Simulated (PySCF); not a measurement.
Species: C₅H₃NS.
InChI=1S/C5H3NS/c6-3-5-1-2-7-4-5/h1-2,4H

Linear response at B3LYP/def2-SVPD (PySCF, frozen core in the response, non-relativistic). Geometry: PBE0-D3(BJ)/def2-SVP; no solvent, vibrations or thermal averaging.

Static isotropic polarisability: 79.89 au (11.84 Å³), principal values 48.6, 76.3, 114.7 au.

Problem. What is the polarisability at 1064 nm and at the sodium D line?

Solution. 80.90 au at 1064 nm (+1.3 %), 83.39 au at 589.3 nm (+4.4 %). The rise at 589.3 nm is 3.46 times that at 1064 nm; a pure ω² law gives 3.26. The lowest singlet lies at 231 nm, shorter than both wavelengths.

Problem. What is the isotropic C6 coefficient between two such molecules, C6 = (3/π)∫α(iω)² dω?

Solution. 2307 au (Eh·bohr⁶) by a ten-point quadrature over imaginary frequencies, which is 1380 eV·Å⁶ or 133 J·nm⁶/mol.

Problem. Which effective excitation energy ω̄ makes London's formula C6 = (3/4)α²ω̄ exact here?

Solution. ω̄ = 4·C6/(3α²) = 0.482 Eh = 13.1 eV. A one-pole form α(ω) = α/(1 − ω²/ω̄²) fitted to the 1064 nm value gives 10.4 eV. London's choice of the ionisation energy (9.52 eV, ΔSCF at the same level) gives C6 = 1670 au, 27 % too low.

Problem. How anisotropic is the static polarisability, by Δα² = ½[(α1 − α2)² + (α2 − α3)² + (α3 − α1)²]?

Solution. Δα = 57.5 au, or 0.72 of the isotropic value.

Problem. How many electrons N does the Slater–Kirkwood formula C6 = (3/4)·√N·α^(3/2) need to give this C6?

Solution. N = (4·C6/3)²/α³ = 18.6; the species has 56 electrons in all.

Problem. What three-body coefficient follows from the one-pole estimate C9 = (3/4)·α·C6?

Solution. 138000 au. This is an estimate from the two numbers above, not a computed integral.

Problem. What molar refraction at the D line follows from R = (4π/3)·N_A·α′, with α′ the polarisability volume?

Solution. α′ = 12.36 Å³ gives R = 31.17 cm³/mol, for isolated, non-vibrating species.

Problem. The lowest 6 singlets have (eV, f): 5.38, 0.036; 5.44, 0.131; 6.00, 0.002; 6.26, 0.001; 6.43, 0.001; 6.45, 0.308. What share of the static polarisability do they carry in the sum over states α = Σ f/ω²?

Solution. 9.74 au, 12.2 % of α; the largest term, 5.48 au, is that of the state at 6.45 eV. Their oscillator strengths add up to 0.48. Higher states carry the rest.
